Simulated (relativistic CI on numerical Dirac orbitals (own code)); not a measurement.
## Slater and spin-orbit integrals, I⁴⁵⁺

These numbers are calculated, not measured: Dirac-Coulomb-Breit CI, orbitals from a KLI potential per configuration, model QED (radiative potential, 1s self-energy scaled to tabulated hydrogen-like ionisation energies), unscaled Slater integrals (own radial code, finite nucleus).

Slater integrals F^k, G^k are unscaled and averaged over j, outside the closed core 1s2; ζ comes from projecting the Hamiltonian with its Breit term on Σ l·s of the shell.

- 2s2 2p4: F^2(2p,2p) = 966200, ζ(2p) = 1.6882e+06 cm⁻¹; <r>(2p) = 0.09818, <r^2>(2p) = 0.0117 (bohr units).
- 2s 2p5: G^1(2s,2p) = 1.032e+06, ζ(2p) = 1.6813e+06 cm⁻¹; <r>(2s) = 0.113, <r^2>(2s) = 0.01506, <r>(2p) = 0.09834, <r^2>(2p) = 0.01173 (bohr units).
- 2p5 3s: ζ(2p) = 1.7022e+06, G^1(2p,3s) = 102110 cm⁻¹; <r>(2p) = 0.0979, <r^2>(2p) = 0.01163, <r>(3s) = 0.2663, <r^2>(3s) = 0.08081 (bohr units).

Averages of the first 10 configurations, taken without configuration mixing, which lowers the lowest level and can move excited configurations by several eV; other configurations of the list can lie among them:

```tsv
Configuration	Parity	States	Average energy above the lowest level (eV)
2s2 2p4	even	15	215.9
2s 2p5	odd	12	688.7
2p6	even	1	1203.3
2p5 3s	odd	12	5532.6
2p5 3p	even	36	5662.3
2p5 3d	odd	60	5789.6
2s2 2p3 3s	odd	40	4598.5
2s2 2p3 3p	even	120	4735.1
2s2 2p3 3d	odd	200	4862.8
2s 2p4 3s	even	60	5044.5
```
